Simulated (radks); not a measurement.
Question: Species: I I. Configuration: [Kr] 4d10 5s2 5p5. Calculated with a radial shooting solver on a logarithmic mesh with Libxc functionals: scalar-relativistic Kohn-Sham, BLYP, spin-unpolarised, spherical densities, finite nucleus; Fermi nuclear charge, rms radius 4.75 fm. Some entries of the table are withheld. Estimate them.

orbital,occ.,eigenvalue (hartree),<r^2> (bohr^2)
1s,2,-1212.254,0.001005
2s,2,-187.2961,(1)
2p,6,-168.1258,(2)
3s,2,-37.78748,0.1128
3p,6,-31.57534,(3)
3d,10,-22.26545,0.09860
4s,2,(4),0.6185
4p,6,(5),0.7150
4d,10,-1.83960,0.9959
5s,2,-0.63504,4.366
5p,5,(6),7.166

Answer: 
(1) 2s <r^2> (bohr^2): 0.01619
(2) 2p <r^2> (bohr^2): 0.01282
(3) 3p <r^2> (bohr^2): 0.1130
(4) 4s eigenvalue (hartree): -6.62488
(5) 4p eigenvalue (hartree): -4.67752
(6) 5p eigenvalue (hartree): -0.25410
